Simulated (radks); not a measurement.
Species: O2-. Configuration: [Ne]. Calculated with a radial shooting solver on a logarithmic mesh with Libxc functionals: scalar-relativistic Kohn-Sham, LDA (Slater exchange, Perdew-Wang correlation), spin-polarised, spherical densities, finite nucleus; Fermi nuclear charge, rms radius 2.6991 fm; Watson sphere of charge +2.15 and radius 1.9 bohr. Some entries of the table are withheld. Estimate them.

orbital  occ.  eigenvalue (hartree)  r(max) (bohr)
1s          2                   (1)         0.1298
2s          2                   (2)         0.9064
2p          6              -0.36285         0.8954

Answer. 
(1) 1s eigenvalue (hartree): -18.59905
(2) 2s eigenvalue (hartree): -0.88345
